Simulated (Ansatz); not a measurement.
`Cl[SiH2][SeH]` + `[CH3][AlH][NH]C[SiH3]` → `[SiH3]C[SeH]` + `[CH3][AlH][NH][SiH2]Cl`  (redistribution)

Calculated with Ansatz (gas phase, PBE0-D4/def2-TZVP geometries, no zero-point term in ΔE). CCSD(T)/CBS is the MP2 limit (def2-TZVPP, def2-QZVPP) plus CCSD(T) − MP2 in def2-TZVPP, frozen cores. DFT in def2-TZVPP. For Se outer-core shells are correlated without core-valence functions, which leaves a few kJ/mol of doubt a bond. Scalar relativity is left out up to krypton. Each species was taken in one conformer, which may not be the lowest.

Is it downhill or uphill in electronic energy at CCSD(T)/CBS, and by how much? (An estimate is asked.)

Computed: Downhill: ΔE = -63.3 kJ/mol.

What do these levels give: PBE-D4, r2SCAN-D4, PBE0-D4, ωB97X-V, B2PLYP, PBE0, MP2/def2-TZVPP, SCS-MP2/def2-TZVPP, CCSD/def2-TZVPP, HF/def2-QZVPP, HF/CBS(def2), MP2/CBS(def2)? (Estimate.)

The calculation gave: PBE-D4 -48.3, r2SCAN-D4 -57.7, PBE0-D4 -52.5, ωB97X-V -58.7, B2PLYP -62.3, PBE0 -52.1, MP2/def2-TZVPP -69.4, SCS-MP2/def2-TZVPP -69.0, CCSD/def2-TZVPP -66.3, HF/def2-QZVPP -67.5, HF/CBS(def2) -67.6, MP2/CBS(def2) -66.6 kJ/mol.

Largest T1 diagnostic among the species: 0.012.

From PBE to PBE0 (25 % exact exchange), in def2-TZVPP and without D4, ΔE moves by −4.4 kJ/mol.
